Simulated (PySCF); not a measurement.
Ta(S)(Cl)(NH2)2 (ClH4N2STa), SMILES [Ta]([NH2])(=[S])([NH2])[Cl], multiplicity 1. Geometry: PBE-D3(BJ)/def2-SVP. The spin state was assumed, not searched. The structure was generated by enumeration; whether it is a known compound was not checked. The def2 effective core potentials stand for the cores of Ta; spin–orbit coupling is left out. Other conformers were not sampled.

Level of theory: PBE-D3(BJ)/def2-SVP (PySCF).

Harmonic wavenumbers (cm⁻¹): 111, 126, 161, 163, 189, 201, 352, 386, 470, 504, 508, 534, 584, 664, 672, 1450, 1454, 3452, 3455, 3552, 3552. Rotational constants (GHz): 2.181, 1.498, 1.313; symmetry number 1.

### Question
Work out the zero-point energy and the ideal-gas rigid-rotor harmonic-oscillator thermochemistry at 298.15 K and 1 atm.

### Answer
ZPE = ½ Σ hcν = ½ × 22540 cm⁻¹ = 134.82 kJ/mol. H − E(el) = 159.92 kJ/mol. Entropy in J/(mol K): translation 179.04, rotation 120.11, vibration 90.57, total 389.72. G − E(el) = 43.73 kJ/mol. Cp = 126.99 J/(mol K). Modes under 150 cm⁻¹ make the vibrational entropy uncertain.
